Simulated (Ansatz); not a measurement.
Isomers of CH₅NSn, relaxed with PBE0-D4/def2-TZVP in Ansatz; electronic energies, one conformer each and not always the lowest. Functionals use def2-TZVPP; CBS adds triple-zeta CCSD(T) − MP2 to the MP2 limit of def2-TZVPP and def2-QZVPP.

Elements past krypton have def2 core potentials. Outer-core shells of Sn are correlated without core-valence functions. Spin–orbit coupling is left out.

Problem. Order them by energy at frozen-core CCSD(T)/CBS, lowest first. (Best estimate.)
A. `C=[N][SnH3]`
B. `[CH2]1[NH][SnH2]1`
C. `[CH3][Sn][NH2]`
D. `N=[CH][SnH3]`

Solution. C (0.0 kcal/mol), A (45.9 kcal/mol), D (50.5 kcal/mol), B (53.3 kcal/mol).

Problem. How do PBE-D4, B3LYP-D4, r2SCAN-D4, B3LYP place them (kcal/mol, against `[CH3][Sn][NH2]`)? (Estimate.)

Solution. Computed: 
```json
{"isomer": "`N=[CH][SnH3]`", "PBE-D4": "50.9", "B3LYP-D4": "51.2", "r2SCAN-D4": "50.4", "B3LYP": "50.8"}
{"isomer": "`C=[N][SnH3]`", "PBE-D4": "47.0", "B3LYP-D4": "46.5", "r2SCAN-D4": "45.8", "B3LYP": "46.3"}
{"isomer": "`[CH2]1[NH][SnH2]1`", "PBE-D4": "48.7", "B3LYP-D4": "50.5", "r2SCAN-D4": "50.1", "B3LYP": "50.6"}
```

B3LYP here is the variant with VWN-RPA as its local correlation; programs differ in this.
